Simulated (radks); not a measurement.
Sc4+, 17 electrons, occupied as [Ne] 3s2 3p5.

All-electron calculation, scalar-relativistic Kohn-Sham, BLYP, spin-unpolarised, spherical densities, point nucleus. Program: a radial shooting solver on a logarithmic mesh with Libxc functionals.

Energy parts (eV):
| part | energy |
|---|---|
| total | -20679.609 |
| kinetic | 20840.428 |
| electron-nucleus | -48203.458 |
| Hartree | 7706.755 |
| exchange-correlation | -1023.335 |

Orbitals (lengths in bohr, moments of r in powers of bohr; <r^-3> diverges for s and p1/2):
\begin{tabular}{lrrrrrr}
orbital & occ. & eigenvalue (eV) & <r^-3> & <r^2> & <r^4> & <r> \\ \hline
1s & 2 & -4456.131 & - & 0.007175 & 0.0001326 & 0.07304 \\
2s & 2 & -530.6210 & - & 0.1395 & 0.03435 & 0.3433 \\
2p & 6 & -444.8692 & 224.2 & 0.1166 & 0.02813 & 0.3073 \\
3s & 2 & -105.4315 & - & 1.221 & 2.337 & 1.032 \\
3p & 5 & -83.2305 & 28.61 & 1.383 & 3.160 & 1.090 \\
\end{tabular}

The highest occupied level is 3p at -83.231 eV. The density falls to 0.001 e/bohr^3 at r = 2.60 bohr. For comparison, the ionisation energy in NIST's Atomic Spectra Database is 91.95 eV (semi-empirical). In exact Kohn-Sham theory the highest level is minus the ionisation energy, but local and semilocal functionals leave it too shallow, through self-interaction and a potential that decays too fast; potentials with the right tail come closer.

Beside tabulated values, note that spin-unpolarised runs miss the spin-polarisation part of the exchange energy of open shells.
